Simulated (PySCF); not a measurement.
C₄H₁₂Si₂, SMILES CC[C@@H]1C[SiH2][SiH2]1.

Coordinates come from a B3LYP-D3(BJ)/def2-SVP optimisation. The structure was generated by enumeration; whether it is a known compound was not checked. One conformer was computed; it need not be the lowest.

Two levels are set side by side: PBE/def2-TZVP (PySCF) and B3LYP/def2-TZVP (PySCF). Same geometry, gas phase. Differences are taken from unrounded values.

| quantity | B3LYP |
|---|---|
| orbital gap (eV) | 7.01 |
| highest occupied level (eV) | -7.11 |
| lowest empty level (eV) | -0.11 |
| dipole moment (D) | 0.68 |

**Question.** What does PBE give, and how far is it from B3LYP? (Estimate from the structure and the level; the computed values follow.)

**Answer.** 
| quantity | PBE | PBE minus B3LYP |
|---|---|---|
| orbital gap (eV) | 5.51 | -1.50 |
| highest occupied level (eV) | -6.24 | 0.88 |
| lowest empty level (eV) | -0.73 | -0.62 |
| dipole moment (D) | 0.85 | 0.17 |

PBE's occupied levels lie high since its potential decays too fast outside the molecule; exact exchange lowers them and widens the gap. Differences between two approximate levels are no errors against the true value.

Rough cost on one machine, each run with all the roots and properties that it gave: B3LYP against PBE within a factor of 2.
